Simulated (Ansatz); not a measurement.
Be₈O₈⁻, a nanocrystal cut from wurtzite BeO (bare). Charge -1, multiplicity 2. Geometry PBE-D4/def2-SVP, that of the neutral singlet; atoms count from 1.

Cartesian coordinates in Å:
```
O -1.5481 -2.1129 2.3078
Be -0.2816 -1.8657 2.9469
Be -1.5433 -1.3562 1.0214
O -0.0598 -0.3996 0.6293
O -1.1388 0.5034 -1.8040
Be 0.0588 0.3890 -0.6147
Be -0.7626 1.3594 -2.9468
O 0.3279 2.1845 -3.4447
O 1.0342 -1.2942 3.0727
Be 1.2693 -0.4663 1.8534
O 1.4114 1.3061 -1.0523
Be 1.2670 1.9980 -2.3486
O -2.6220 -1.2241 -0.1037
Be -2.1362 -0.3953 -1.1067
O 2.4984 0.3934 1.4095
Be 2.2253 0.9802 0.1806
```

Estimate the Mulliken populations from the PBE0/def2-TZVP orbitals of Ansatz.


| atom | charge (e) | spin (α − β) |
| --- | --- | --- |
| O1 | -0.26 | 0.00 |
| Be2 | 0.00 | 0.00 |
| Be3 | 0.17 | -0.01 |
| O4 | -0.19 | 0.00 |
| O5 | 0.07 | 0.00 |
| Be6 | 0.22 | -0.06 |
| Be7 | -0.24 | 0.52 |
| O8 | -0.23 | -0.01 |
| O9 | -0.26 | 0.00 |
| Be10 | 0.17 | -0.01 |
| O11 | 0.07 | 0.00 |
| Be12 | -0.24 | 0.52 |
| O13 | -0.22 | 0.00 |
| Be14 | 0.07 | 0.02 |
| O15 | -0.22 | 0.00 |
| Be16 | 0.07 | 0.02 |
Mulliken values depend strongly on the basis.

Where does the spin sit?

Summed by element: O 0.00, Be 1.00, of 1 unpaired in all. Largest on single atoms: Be12 0.52, Be7 0.52, Be6 -0.06.

And the Mayer bond orders between heavy atoms (over 0.3)?

O1–Be2 1.38 (1.44 Å); O1–Be3 1.15 (1.49 Å); Be2–O9 1.38 (1.44 Å); Be3–O4 0.59 (1.81 Å); Be3–O13 0.96 (1.56 Å); O4–Be6 1.33 (1.48 Å); O4–Be10 0.59 (1.81 Å); O5–Be6 0.72 (1.69 Å); O5–Be7 1.10 (1.48 Å); O5–Be14 1.02 (1.51 Å); Be6–O11 0.72 (1.69 Å); Be7–O8 1.30 (1.46 Å); Be7–Be12 0.57 (2.21 Å); O8–Be12 1.30 (1.46 Å); O9–Be10 1.15 (1.49 Å); Be10–O15 0.96 (1.56 Å); O11–Be12 1.10 (1.48 Å); O11–Be16 1.02 (1.51 Å); O13–Be14 1.62 (1.39 Å); O15–Be16 1.62 (1.39 Å).
